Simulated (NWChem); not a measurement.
System: CH4Si, singlet; SMILES C[SiH]

```xyz
6

Si     0.1293    -0.7706    -0.0004
H     -1.4153    -0.9400     0.0015
C      0.0459     1.1428    -0.0011
H      1.0371     1.6372    -0.0069
H     -0.5265     1.4937     0.8883
H     -0.5398     1.4972    -0.8803
```
Atoms are numbered in this order, from 1.

Level: PBE-D3(BJ)/def2-SVP (NWChem), optimised geometry, unscaled harmonic frequencies. Low-valent species are run as closed-shell singlets; no triplet was tried in these runs.

Problem. List the harmonic frequencies with IR intensities, and the thermochemistry.

Solution. 
```json
[
 {"frequency (cm⁻¹)": "109", "IR intensity (km/mol)": "0.2"},
 {"frequency (cm⁻¹)": "532", "IR intensity (km/mol)": "1.5"},
 {"frequency (cm⁻¹)": "608", "IR intensity (km/mol)": "1.4"},
 {"frequency (cm⁻¹)": "650", "IR intensity (km/mol)": "58.7"},
 {"frequency (cm⁻¹)": "908", "IR intensity (km/mol)": "70.9"},
 {"frequency (cm⁻¹)": "1175", "IR intensity (km/mol)": "26.4"},
 {"frequency (cm⁻¹)": "1354", "IR intensity (km/mol)": "5.5"},
 {"frequency (cm⁻¹)": "1368", "IR intensity (km/mol)": "11.9"},
 {"frequency (cm⁻¹)": "1935", "IR intensity (km/mol)": "284.8"},
 {"frequency (cm⁻¹)": "2941", "IR intensity (km/mol)": "0.4"},
 {"frequency (cm⁻¹)": "3019", "IR intensity (km/mol)": "3.9"},
 {"frequency (cm⁻¹)": "3078", "IR intensity (km/mol)": "7.5"}
]
```

```
Property                                                                           Result
-----------------------------------------------------------------------  ----------------
zero-point energy                                                           25.3 kcal/mol
thermal correction to the enthalpy at 298.15 K (with zero-point energy)     28.4 kcal/mol
heat capacity Cv                                                         12.0 cal/(mol K)
entropy at 298.15 K and 1 atm (symmetry number 1)                        62.9 cal/(mol K)
dipole moment                                                                      1.21 D
```

Rigid rotor and harmonic oscillator.
